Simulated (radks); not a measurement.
The numbers below are computed, except where a source is named.
The bromine anion Br-, [Kr], held by a Watson sphere: a shell of charge +1 at radius R that stands for the Madelung well of a crystal (potential energy -1/R inside, -1/r outside, in hartree with lengths in bohr). Level of theory: scalar-relativistic Kohn-Sham, r2SCAN, spin-polarised, spherical densities, finite nucleus; meta-GGA in the generalised Kohn-Sham scheme; Fermi nuclear charge, rms radius of each element as measured or else 0.836 A^(1/3) + 0.57 fm (a radial shooting solver on a logarithmic mesh with Libxc functionals).

R (bohr),e(3d) (eV),e(4s) (eV),e(4p) (eV),<r> 4p (bohr),sum of <r^2> (bohr^2),X-ray form factor at sin(theta)/lambda = 0.2 1/angstrom
2.28,-66.737,-21.021,-8.637,2.119,45.82,27.887
2.44,-66.578,-20.736,-8.427,2.138,46.49,27.854
2.53,-66.491,-20.580,-8.306,2.148,46.85,27.838
2.7,-66.327,-20.296,-8.072,2.166,47.49,27.812
2.73,-66.298,-20.247,-8.031,2.169,47.60,27.808
4.12,-64.872,-18.356,-6.237,2.258,51.12,27.735
4.62,-64.392,-17.830,-5.707,2.274,51.82,27.732
4.95,-64.100,-17.519,-5.394,2.281,52.17,27.731
